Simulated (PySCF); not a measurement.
Dipole moment and polarisability of `C/C=C/[C@H](C)C(F)F`

Compound: C6H10F2.
Cartesian coordinates in Å at the GFN2-xTB level; atoms count from 1:
```xyz
18
C6H10F2 angstrom
C     -2.877   -0.600    0.093
C     -1.515   -0.273    0.603
C     -0.441   -0.131   -0.155
C      0.922    0.228    0.361
C      1.386    1.572   -0.205
C      1.913   -0.874   -0.018
F      2.105   -0.936   -1.358
F      3.135   -0.639    0.524
H     -2.874   -0.712   -0.988
H     -3.576    0.191    0.364
H     -3.236   -1.524    0.544
H     -1.439   -0.143    1.676
H     -0.505   -0.256   -1.227
H      0.910    0.273    1.455
H      1.427    1.528   -1.291
H      0.690    2.354    0.087
H      2.375    1.820    0.173
H      1.589   -1.872    0.317
```

Level: CAM-B3LYP/def2-SVPD (PySCF), static field, nuclei fixed, core orbitals frozen in the response. The polarisability tensor in these axes (au):

```
x   93.35  5.32 -5.31
y    5.32 67.19 -0.99
z   -5.31 -0.99 67.47
```

Problem. What are the eigenvalues, a third of the trace, and Δα (Δα² = ½Σ(αi − αj)² over the three pairs)?

Solution. Principal values 66.14, 66.44 and 95.44 au; mean 76.01 au = 11.26 Å³ = 12.53 × 10⁻⁴⁰ C²·m²/J; Δα = 29.15 au (38 % of the mean).

Problem. What is the dipole moment, and where does it point?

Solution. (-2.41, 0.21, 1.06) D, 2.64 D in size, pointing from the negative to the positive side. Measured along this direction, the outermost atoms are F8 at the negative end and H10 at the positive end.

Problem. Traceless (Buckingham) quadrupole moment about the centre of nuclear charge: eigenvalues?

Solution. -4.50, 0.85, 3.65 D·Å. The values depend on the origin, since the dipole doesn't vanish. The electronic extent ⟨r²⟩ about the same centre is 1306 bohr², a root-mean-square distance of 2.39 Å for the 64 electrons.

Problem. Molar refractivity from α?

Solution. Lorentz–Lorenz: R = (4π/3)N_A α = 2.5225 cm³/(mol·Å³) × 11.26 Å³ = 28.4 cm³/mol, in the limit of long wavelengths.

Problem. How large is μ²/3kT at 250 K beside α?

Solution. In Gaussian units μ²/3kT = 67.14 Å³ against 11.26 Å³, a ratio of 5.96; the Debye molar polarisation (4π/3)N_A(α + μ²/3kT) is 197.8 cm³/mol, leaving out the vibrational part.

Problem. Rayleigh depolarisation ratio (linearly polarised light, static tensor)?

Solution. ρ = 3Δα²/(45ᾱ² + 4Δα²) = 2548.5/(259960 + 3398.0) = 0.00968.

Problem. Refractivity n − 1 of an ideal gas of it at 500 K and 1 atm, from the electronic α?

Solution. N = p/kT = 1.4678 × 10¹⁹ cm⁻³, so n − 1 = 2π × N × 11.26 × 10⁻²⁴ cm³ = 1039 × 10⁻⁶ at long wavelengths.

The structure is a single GFN2-xTB conformer in the gas phase; no vibrational or solvent corrections.
